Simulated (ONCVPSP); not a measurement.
## vanadium: one change to an ONCV potential, before and after

ONCVPSP 4.0.1 input, shortened (lines: element, Z, core and valence counts, functional; n l f; lmax; l rc ep ncon nbas qcut; lloc lpopt rc5 dvloc0; l nproj debl; icmod fcfact rcfact), LDA (Perdew-Wang 92), scalar-relativistic:

```
  V 23.00    5    2  -001012      upf
    1    0    2.00
    2    0    2.00
    2    1    6.00
    3    0    2.00
    3    1    6.00
    3    2    3.00
    4    0    2.00
    2
    0    2.60    0.00    4    7    3.00
    1    2.00    0.11    3    6    3.30
    2    2.00    0.00    3    8    6.20
    1    5    2.00    0.00
    0    3    2.10
    1    0    2.90
    2    1    3.50
    0    0.00    0.00
```

Change: s: debl 0.9.

Cutoffs: the cutoffs (Ha) at which the residual kinetic energy of the hardest occupied pseudo-wave falls to 1 and 0.1 mHa per electron; they do not see the model core or the augmentation charge, which bear on the density cutoff. Errors are all-electron minus pseudo energies relative to the spin-unpolarised reference configuration.

Problem. How do hardness, ghosts and transferability respond?

Solution. The potential gets neither clearly harder nor softer (18 Ha and 35 Ha → 18 Ha and 35 Ha); a bound ghost appears in s, which as a rule spoils a file; the errors of the 3 common tests hardly move.

| quantity | base | changed |
| --- | --- | --- |
| cutoff, loose | 18 Ha | 18 Ha |
| cutoff, tight | 35 Ha | 35 Ha |
| bound ghosts | none | s |
| GHOST(+) flags under 300 eV | s at 112.2 eV | none |
| tests with a reliable result | 3 of 4 | 3 of 4 |
| error for 3d3 4s1, meV [ΔE 7.93 eV] | +7.8 | +7.7 |
| error for 3d3 4s0, meV [ΔE 22.47 eV] | +69 | +69 |
| error for 3d2 4s0, meV [ΔE 51.63 eV] | +160 | +160 |
| s: phases at 2.64 bohr within 0.05 rad from the reference energy up to (Ha; the scan ends near 5) | to the end of the scan | 5.0 |
| p: phases at 2.03 bohr within 0.05 rad from the reference energy up to (Ha; the scan ends near 5) | 0.4 | 0.4 |
| d: phases at 2.03 bohr within 0.05 rad from the reference energy up to (Ha; the scan ends near 5) | 0.1 | 0.1 |

 A true bound ghost makes a file unfit for plane-wave use even where its test errors are small: the radial tests pick states by their node count and pass the ghost by.
